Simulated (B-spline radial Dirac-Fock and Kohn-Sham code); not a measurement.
**Cs 6s: cross section and angular parameters**

System: atomic cesium in the configuration [Xe] 6s1; threshold 3.64 eV (orbital energy of the model). Model: Dirac-Hartree-Slater photoionisation with a Latter tail; cross sections with all multipoles, angular parameters from the dipole term and its interference with E2. Program: an atomic code on a B-spline grid.

Input file task.json (cfg lists n, l and occupation; rrms is the nuclear radius in fm):

```json
{"items": [{
  "Z": 55,
  "q": 0,
  "cfg": [[1, 0, 2], [2, 0, 2], [2, 1, 6], [3, 0, 2], [3, 1, 6], [3, 2, 10], [4, 0, 2], [4, 1, 6], [4, 2, 10], [5, 0, 2], [5, 1, 6], [6, 0, 1]],
  "A": 133,
  "rrms": 4.8041,
  "do": "xps",
  "hv": [65.2, 66.7, 70.6, 80, 97.5, 100, 114.0, 356.0, 400, 800, 805.0, 895.0, 954.0, 1200.0, 1590.0, 1910.0, 2000, 2340.0, 2800.0, 3480.0, 4270.0, 5414.7, 5760.0, 7310.0, 7750.0, 7770.0, 8220.0, 12000, 12900.0, 15000],
  "edges": {"K": 35985.0, "L1": 5714.0, "L2": 5359.0, "L3": 5012.0, "M1": 1211.0, "M2": 1071.0, "M3": 1003.0, "M4": 740.5, "M5": 726.6, "N1": 232.3, "N2": 172.4, "N3": 161.3, "N4": 79.8, "N5": 77.5}
}]}
```

Launch: `python xray2_run.py task.json out`

For linearly polarised light dσ/dΩ = σ/(4π) [1 + β P₂(cos θ) + (δ + γ cos²θ) sin θ cos φ], with θ from the polarisation vector and φ the angle between the beam and the projection of the electron momentum on the plane normal to the polarisation.

| hν (eV) | σ (kb) | β | γ |
| --- | --- | --- | --- |
| 65.2 | 7.08 | 1.910 | 0.069 |
| 66.7 | 6.97 | 1.913 | 0.074 |
| 70.6 | 6.68 | 1.918 | 0.088 |
| 80 | 5.99 | 1.929 | 0.118 |
| 97.5 | 4.85 | 1.941 | 0.163 |
| 100 | ? | ? | ? |
| 114 | 3.98 | 1.947 | 0.194 |
| 356 | 0.778 | 1.972 | 0.302 |
| 400 | 0.655 | 1.973 | 0.303 |
| 800 | 0.219 | 1.980 | 0.236 |
| 805 | 0.217 | 1.980 | 0.234 |
| 895 | 0.182 | 1.981 | 0.213 |
| 954 | 0.163 | 1.982 | 0.198 |
| 1200 | 0.110 | 1.983 | 0.141 |
| 1590 | 0.0675 | 1.985 | 0.061 |
| 1910 | 0.0486 | 1.985 | 0.009 |
| 2000 | 0.0447 | 1.986 | -0.004 |
| 2340 | 0.0335 | 1.986 | -0.044 |
| 2800 | 0.0240 | 1.987 | -0.081 |
| 3480 | 0.0160 | 1.987 | -0.108 |
| 4270 | 0.0108 | 1.988 | -0.106 |
| 5414.7 | 0.00680 | 1.988 | -0.061 |
| 5760 | 0.00601 | 1.988 | -0.040 |
| 7310 | 0.00371 | 1.988 | 0.076 |
| 7750 | 0.00330 | 1.988 | 0.114 |
| 7770 | 0.00328 | 1.988 | 0.116 |
| 8220 | 0.00292 | 1.988 | 0.156 |
| 12000 | 0.00131 | 1.988 | 0.530 |
| 12900 | 0.00112 | 1.988 | 0.622 |
| 15000 | 0.000807 | 1.988 | 0.836 |

Q: Give the values at 100 eV.

A: σ = 4.70 kb, β = 1.942, γ = 0.168. For an s subshell δ is negligible.

Values without a named source are computed, but for edge energies of neutral atoms, which are taken from tables.
